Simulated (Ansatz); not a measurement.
Coupled-cluster diagnostics for diborane 1,2-di Cl (B₂H₄Cl₂), Ansatz.

Geometry of the singlet (PBE0-D4/def2-SVP):

```xyz
8

B     0.3770    0.8069    0.0221
Cl    0.0073    2.0003   -1.2328
H     1.1370    1.0721    0.9133
H     0.7584   -0.3393   -0.5459
B    -0.3769   -0.8069   -0.0221
Cl   -0.0074   -2.0001    1.2330
H    -1.1370   -1.0722   -0.9134
H    -0.7584    0.3393    0.5458
```

Correlated methods freeze 12 core orbitals.

Question: Estimate the CCSD(T) correlation energy, the shares of MP2 and (T), T1 and the reference's ⟨S²⟩ for: charge 0, singlet, own geometry in def2-TZVPP; and the rough time on 4 threads of Intel Xeon on a shared host.

Answer: 
| state | basis | correlation (eV) | MP2 share (%) | (T) share (%) | T1 | ⟨S²⟩ (pure) | wall time |
| --- | --- | --- | --- | --- | --- | --- | --- |
| charge 0, singlet, own geometry | def2-TZVPP | -19.184 | 88.3 | 4.1 | 0.010 | 0.00 (0.00) | 57 s |
Customary marks for T1 are 0.02 (closed shells), 0.045 (open shells) and about 0.05 (3d metals). T1 stays under 0.02 throughout.
